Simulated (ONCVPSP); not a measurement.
Reading a pseudo-wave (technetium)

Columns: radius, all-electron u(r) and pseudo u(r) of the 5s shell (level -5.29 eV) of technetium in the configuration [Kr] 4d5 5s1.75 5p0.25; PBE, scalar-relativistic, ONCV scheme, ONCVPSP 4.0.1.

| r (bohr) | all-electron | pseudo |
| --- | --- | --- |
| 0.140 | -0.0736 | 0.0125 |
| 0.280 | 0.1728 | 0.0275 |
| 0.420 | 0.0902 | 0.0459 |
| 0.560 | -0.1136 | 0.0676 |
| 0.700 | -0.2530 | 0.0921 |
| 0.840 | -0.2878 | 0.1201 |
| 0.980 | -0.2385 | 0.1530 |
| 1.120 | -0.1383 | 0.1920 |
| 1.260 | -0.0160 | 0.2361 |
| 1.400 | 0.1088 | 0.2830 |
| 1.540 | 0.2247 | 0.3301 |
| 1.680 | 0.3260 | 0.3767 |
| 1.820 | 0.4106 | 0.4235 |
| 1.960 | 0.4785 | 0.4710 |
| 2.100 | 0.5308 | 0.5175 |
| 2.240 | 0.5692 | 0.5589 |
| 2.380 | 0.5955 | 0.5905 |
| 2.520 | 0.6114 | 0.6101 |
| 2.660 | 0.6186 | 0.6185 |
| 2.800 | 0.6184 | 0.6184 |
| 2.940 | 0.6122 | 0.6122 |
| 3.080 | 0.6012 | 0.6012 |
| 3.220 | 0.5862 | 0.5862 |
| 3.360 | 0.5683 | 0.5683 |
| 3.500 | 0.5480 | 0.5480 |
| 3.640 | 0.5262 | 0.5262 |

(1) How many radial nodes do the two functions have?

(2) At about which radius was the pseudo-wave matched?

(3) Where does each function peak?

(4) Is the pseudo-wave norm-conserving?

Results:

(1) The all-electron 5s function has n − l − 1 = 4 (the table is too coarse to show those close to the nucleus); the pseudo-wave has 0, since the states of the same l below it are removed with the core.

(2) 2.80 bohr, where the columns begin to agree (steps of 0.14 bohr).

(3) Outermost all-electron maximum near 2.66 bohr, pseudo maximum near 2.66 bohr (to the table’s step).

(4) Yes: the ONCV scheme keeps the norm inside the radius equal to the all-electron one, which fixes the energy derivative of the logarithmic derivative at the level.
